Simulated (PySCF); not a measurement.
**Ionisation energy of Zn⁺ by level of theory**

Zn⁺ [Ar] 3d10 4s1 (2S) → Zn²⁺ [Ar] 3d10 (1S), as a difference of total energies. Calculation: PySCF 2.14, in x2c-QZVPPall; the spin-free X2C one-electron Hamiltonian (Gaussian nucleus). Correlated levels: valence: [Ar] frozen; valence and next inner shell: [Ne] frozen. The calculations carry no spin-orbit coupling.

Question: Order these methods by the ionisation energy they give, lowest first.
A. MP2 (valence and next inner shell)
B. PBE0
C. SCS-MP2 (valence)
D. UHF

Answer: D (16.857 eV), C (17.736 eV), A (17.993 eV), B (18.329 eV).

Errors of the correlated levels include the incompleteness of this basis and the frozen core.

For comparison: 17.964 eV (measured; NIST Atomic Spectra Database, ionization energies).
